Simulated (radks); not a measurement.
Lu3+, configuration [Xe] 4f14. Calculated with a radial shooting solver on a logarithmic mesh with Libxc functionals: scalar-relativistic Kohn-Sham, PBE, spin-polarised, spherical densities, finite nucleus; Fermi nuclear charge, rms radius 5.37 fm.

Radial electron density D(r) = 4 pi r^2 rho(r):

r (bohr),D(r) (e/bohr)
0.003266,35.11
0.004322,48.74
0.005672,64.02
0.007505,79.74
0.00993,91.84
0.01303,96.42
0.01725,92.74
0.02282,86.18
0.02995,88.22
0.03963,105.7
0.05244,126.2
0.06938,124.8
0.09107,104.6
0.1205,101.1
0.1594,116.5
0.2093,99.82
0.2769,62.03
0.3664,61.41
0.4809,66.92
0.6363,44.56
0.8419,23.25
1.114,14.45
1.462,8.144
1.935,2.793
2.56,0.5085
3.36,0.04657
4.445,0.001556

D(r) has 4 maxima, at r = 0.0131, 0.0596, 0.166, 0.447 bohr, and minima at 0.0253, 0.108, 0.315 bohr, inside which lie 1.92, 11.08, 29.71 electrons.
